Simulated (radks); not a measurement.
Values are calculated unless marked as measured or tabulated.
Q: Ionisation of the terbium ion Tb+, [Xe] 4f9 6s1, to [Xe] 4f9 as the strength of local exchange is varied. Level of theory: Dirac Kohn-Sham, Slater X-alpha exchange (alpha = 2/3 is LDA exchange), no correlation, spin-unpolarised, spherical densities, finite nucleus; open shells are shared between the two j in proportion to 2j + 1; Fermi nuclear charge, rms radius 5.06 fm (a radial shooting solver on a logarithmic mesh with Libxc functionals).

alpha  E(Tb+) (hartree)  exchange (hartree)  IE (eV)  -e of the level emptied (eV)  <r> of it (bohr)
0.614       -11684.3503           -223.1388   10.606                 7.862 (6s1/2)             3.840
0.667       -11703.6287           -242.8336   10.857                 8.117 (6s1/2)             3.797
0.674       -11706.1775           -245.4398   10.891                 8.151 (6s1/2)             3.791
0.68        -11708.3627           -247.6746   10.920                 8.181 (6s1/2)             3.786
0.763       -11738.6356           -278.6776   11.328                 8.599 (6s1/2)             3.719
0.772       -11741.9232           -282.0492   11.373                 8.645 (6s1/2)             3.712
0.797       -11751.0607           -291.4249   11.499                 8.775 (6s1/2)             3.692
x           -11797.2290           -338.9033   12.151                 9.449 (6s1/2)             3.593

Which alpha was used in the last row?

A: alpha = 0.923. NIST Atomic Spectra Database: 11.51 eV (semi-empirical). The Delta-SCF value meets it near alpha = 0.80. Spin polarisation and multiplet splitting are left out, so open shells lie too high by an amount that depends on their filling. Sharing an open shell by 2j + 1 raises it above the true ground level by a part of the spin-orbit splitting, which enters the differences from NIST.

Beside tabulated values, note that spin-unpolarised runs miss the spin-polarisation part of the exchange energy of open shells.
